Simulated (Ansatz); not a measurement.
Computed with Ansatz on PBE0-D4/def2-TZVP structures; ΔE is electronic, products minus reactants. CCSD(T)/CBS is the MP2 limit (def2-TZVPP, def2-QZVPP) plus CCSD(T) − MP2 in def2-TZVPP, frozen cores. This one scheme is used for every species. Functionals use def2-TZVPP. B3LYP here is the variant with VWN-RPA as its local correlation; programs differ in this.

Consider the hydrogenolysis of a C–F bond: `F[C@H]1C[Si@@H]1F` + H₂ → `F[SiH]1CC1` + H–F.

`F[C@H]1C[Si@@H]1F`:

Z-matrix (Å, degrees):
```
C
C 1 1.547
Si 1 1.838 2 64.9
F 1 1.371 2 116.6 3 119.0
H 1 1.089 2 113.1 3 -111.0
H 2 1.085 1 117.6 3 122.9
H 2 1.090 1 112.8 3 -103.7
F 3 1.593 1 119.7 2 -108.8
H 3 1.472 1 123.3 2 102.7
```

H₂:

```xyz
2

H    -0.359   -0.012    0.099
H     0.359    0.012   -0.099
```

`F[SiH]1CC1`:

Z-matrix (Å, degrees):
```
Si
C 1 1.820
C 1 1.820 2 51.3
F 1 1.596 2 119.6 3 -105.8
H 1 1.473 2 123.3 3 108.5
H 2 1.086 1 120.9 3 -106.4
H 2 1.086 1 119.8 3 105.3
H 3 1.086 1 119.8 2 -105.2
H 3 1.086 1 120.9 2 106.5
```

H–F:

Cartesian coordinates in Å:
```
F 0.024 0.183 0.421
H -0.024 -0.183 -0.421
```

| level | ΔE (kcal/mol) |
| --- | --- |
| B3LYP-D4 | -26.9 |
| BHLYP-D4 | -28.9 |
| PBE-QIDH | -30.9 |
| r2SCAN | -26.8 |

Problem. What does CCSD(T)/CBS give? (Estimate.)

Solution. The calculation gave: -30.7 kcal/mol. The listed levels differ from it by 3.8, 1.8, -0.2, 3.9 kcal/mol.

Problem. What do rigid-rotor, harmonic-oscillator terms from PBE0-D4/def2-TZVP frequencies (298.15 K, 1 bar) make of the CCSD(T)/CBS value? (Estimate.)

Solution. Computed: ΔZPE = +4.4 kcal/mol, ΔH = -26.8 kcal/mol, ΔS = 21 J/(mol·K), ΔG = -28.3 kcal/mol.

Largest T1 diagnostic among the species: 0.012.

Leaving LDA and LC-ωPBE aside and taking each functional with its dispersion term where it has one, the values, not all of them listed here, spread over 6.1 kcal/mol, from PBE-QIDH to BLYP-D4. From r2SCAN to r2SCAN0 (25 % exact exchange), in def2-TZVPP and without D4, ΔE moves by −2.2 kcal/mol. At CCSD(T), def2-SVP lies +3.5 kcal/mol from the extrapolated value and def2-TZVPP +0.5 kcal/mol.
